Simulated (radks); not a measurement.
Problem. All-electron atom: the niobium ion Nb4+ in [Kr] 4d1. Method: scalar-relativistic Kohn-Sham, PBE, spin-polarised, spherical densities, finite nucleus; open shells are filled with parallel spins first (spin-orbit coupling, left out, can overturn this in heavy ions); Fermi nuclear charge, rms radius 4.324 fm; computed with a radial shooting solver on a logarithmic mesh with Libxc functionals. Some entries of the table are withheld. Estimate them.

orbital,occ.,eigenvalue (hartree),<1/r> (bohr^-1),<r^2> (bohr^2)
1s down,1,-692.9068,42.40,0.001757
1s up,1,-692.9066,42.40,0.001757
2s up,1,-98.42378,9.526,0.02944
2s down,1,-98.41885,9.526,0.02944
2p up,3,-88.06954,9.272,0.02318
2p down,3,-88.06592,9.272,0.02318
3s up,1,-17.85659,3.254,0.2250
3s down,1,-17.85402,3.253,0.2250
3p up,3,-14.47198,3.092,0.2312
3p down,3,-14.46908,3.092,0.2312
3d up,5,-8.94230,2.857,(1)
3d down,5,-8.93771,2.857,(2)
4s up,1,-3.81558,1.193,(3)
4s down,1,-3.78571,1.197,(4)
4p up,3,-2.90998,(5),1.783
4p down,3,-2.87682,(6),1.776
4d up,1,-1.61233,0.8125,2.991
4d down,0,-1.57613,0.8133,2.996

Solution. 
(1) 3d up <r^2> (bohr^2): 0.2256
(2) 3d down <r^2> (bohr^2): 0.2255
(3) 4s up <r^2> (bohr^2): 1.460
(4) 4s down <r^2> (bohr^2): 1.453
(5) 4p up <1/r> (bohr^-1): 1.068
(6) 4p down <1/r> (bohr^-1): 1.071
